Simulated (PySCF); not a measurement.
## The third ionisation energy along group 10

All values are computed (PySCF 2.14, energy differences of UHF-based or UKS calculations, no spin-orbit coupling). Values in eV. The last column holds reference values (NIST; (s) semi-empirical, (t) theoretical, else measured). Unmarked ones compare directly (S terms, centres of terms, or small fine structure); those marked * lie between the lowest fine-structure levels and include a spin-orbit shift.

```
                               element                 configurations     UHF     LDA     PBE  MP2 (valence)  SCS-MP2 (valence)  CCSD(T) (valence)         reference
    Ni (aug-cc-pVDZ, non-relativistic)            [Ar] 3d8 → [Ar] 3d7  33.139  36.530  36.114         35.276             35.159             35.053  35.187 ± 0.019 *
Pd (aug-cc-pVDZ-PP with ECP28MDF, ECP)            [Kr] 4d8 → [Kr] 4d7  31.124  33.364  33.081         32.508             32.498             32.449       32.93 (s) *
Pt (aug-cc-pVDZ-PP with ECP60MDF, ECP)  [Xe] 4f14 5d8 → [Xe] 4f14 5d7  29.174  31.504  31.180         30.507             30.510             30.469    29 ± 1.6 (t) *
```

"Valence" correlates the outer s and p shells and, in groups 3 to 12 and the f block, the outer d or f shell, open or full, or the next shell where the ion has no valence electron left; the wider scheme adds the next inner shell.
